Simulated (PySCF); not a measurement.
Calculation: PBE-D3(BJ)/def2-TZVP // PBE0-D3(BJ)/def2-SVP run with PySCF 2.14.0. Isolated molecules, 0 K electronic values unless said otherwise. One relaxed conformer stands for a flexible species; it need not be the lowest. Excitations are Tamm–Dancoff values on a coarser integration grid. The basis has no diffuse functions, so Rydberg states are missing or too high.

Reference species (SMILES): `c12c(B)c(O)cccc-1ccc2` (neutral, multiplicity 1).

| Item | Result |
|---|---|
| HOMO–LUMO gap | 1.86 eV |
| LUMO | -2.79 eV |
| S1 excitation (TDA) | 2.24 eV |
| S1 oscillator strength | 0.018 |

Changed species: `Bc1c(O)cc2cccccc1-2`.

Question: Give the shifts of the HOMO–LUMO gap, LUMO, S1 excitation (TDA) and S1 oscillator strength.

Answer: the HOMO–LUMO gap rises by 0.64 eV, to 2.50 eV; the LUMO falls by 0.18 eV, to -2.97 eV; the S1 excitation (TDA) rises by 0.61 eV, to 2.85 eV; the S1 oscillator strength falls by 0.018, to 0.000.
